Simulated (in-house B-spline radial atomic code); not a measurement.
How numerical settings move a run on Nd+, [Xe] 4f4 6s1. Computed with a B-spline radial code for spherical atoms: scalar-relativistic (X2C) r2SCAN0, spin-polarised, spherical fractional occupations, Fermi nucleus of rms radius 4.9123 fm.

Command:
```bash
python run_scf.py task.json out
```
Settings of the sound reference run:
```
Z                60
electrons        59
configuration    [Xe] 4f4 6s1
hamiltonian      x2c
method           r2scan0
spin_polarised   True
nucleus          fermi
rms_radius       4.9123
mass_number      142
atomic_mass      141.9077
speed_of_light   137.036
knot_spacing     0.22
spline_order     8
gauss_points     12
box_radius       35.29
max_iterations   70
damping          0.5
damped_steps     3
diis_vectors     10
tolerance        1e-08
start            Thomas-Fermi
```

Cost of the run: 0.94 s on 1 thread of Arm Neoverse N1, with other jobs on the host.

It converges in 10 iterations to -9622.829517 hartree, with 4f up at -8.70806 eV. The other runs change the listed settings, some to values that make no sense; their results aren't properties of the atom or ion. Radii are in bohr (the nuclear one in fm), a minus after a letter asks for a j subshell, and «unchanged» means within 1e-8 hartree. The run stops when the residual is below 10 × tolerance × max(1, Z/10), or a noise floor if that is larger, and the energy moves by less than 1e-8 × √|E| hartree; so very loose and very tight tolerances often act alike.

| changed settings | outcome |
| --- | --- |
| electrons = 60, configuration = [Xe] 4f4 6s1 7p-1, max_iterations = 50 | stopped with error: j subshells need the Dirac Hamiltonian and l > 0 |
| max_iterations = 8, damping = 0.8, diis_vectors = 1, start = bare nucleus | not converged after 8 iterations, last residual 4.1e-03, last energy +5.72e-04 hartree from the reference |
| box_radius = 70.58, max_iterations = 75, tolerance = 0.001 | converged in 8 iterations, energy -1.58e-07 hartree from the reference, 4f up level -6.7e-04 eV |
| max_iterations = 3, damping = 0.95, tolerance = 0.0001, start = bare nucleus | not converged after 3 iterations, last residual 4.2e-03, last energy +3.33e-04 hartree from the reference |
| max_iterations = 5 | not converged after 5 iterations, last residual 3.2e-04, last energy +3.36e-06 hartree from the reference |
| spline_order = 4 | converged in 10 iterations, energy +6.47e-03 hartree from the reference, 4f up level -7.4e-05 eV |
| gauss_points = 5 | converged in 10 iterations, energy -2.05e-06 hartree from the reference, 4f up level +2.4e-04 eV |
| spline_order = 7 | converged in 10 iterations, energy +3.48e-05 hartree from the reference, 4f up level +7.3e-04 eV |
| gauss_points = 4 | converged in 10 iterations, energy -7.19e-05 hartree from the reference, 4f up level -5.2e-04 eV |
| max_iterations = 3 | not converged after 3 iterations, last residual 1.5e-03, last energy +3.86e-05 hartree from the reference |
| knot_spacing = 1, spline_order = 4, max_iterations = 60, damped_steps = 1, diis_vectors = 2 | converged in 7 iterations, energy +1.38e+02 hartree from the reference, 4f up level -5.8e+01 eV |
| gauss_points = 8 | converged in 10 iterations, energy +2.76e-07 hartree from the reference, 4f up level +2.7e-06 eV |
| spline_order = 3 | converged in 10 iterations, energy +3.26e-01 hartree from the reference, 4f up level -6.6e-02 eV |
| gauss_points = 6 | converged in 10 iterations, energy +3.30e-06 hartree from the reference, 4f up level -7.1e-05 eV |
| hamiltonian = dirac, method = hf | stopped with error: spin polarisation is not served with the Dirac Hamiltonian |
| spline_order = 5 | converged in 10 iterations, energy +2.27e-04 hartree from the reference, 4f up level -5.9e-05 eV |

Task: What happens with knot_spacing = 0.4, max_iterations = 50, tolerance = 1e-05?

Result: Converged in 7 iterations, energy +6.08e-03 hartree from the reference, 4f up level +2.2e-03 eV.

Task: What happens with max_iterations = 12?

Result: Converged in 10 iterations, energy unchanged.

Task: What happens with spline_order = 6?

Result: Converged in 10 iterations, energy +4.43e-05 hartree from the reference, 4f up level +3.8e-04 eV.

Task: What happens with gauss_points = 3?

Result: Converged in 14 iterations, energy +4.40e+02 hartree from the reference, 4f up level -1.2e+00 eV (the program warns: states collapsed into the nucleus by a negative tau potential were left out of the aufbau).
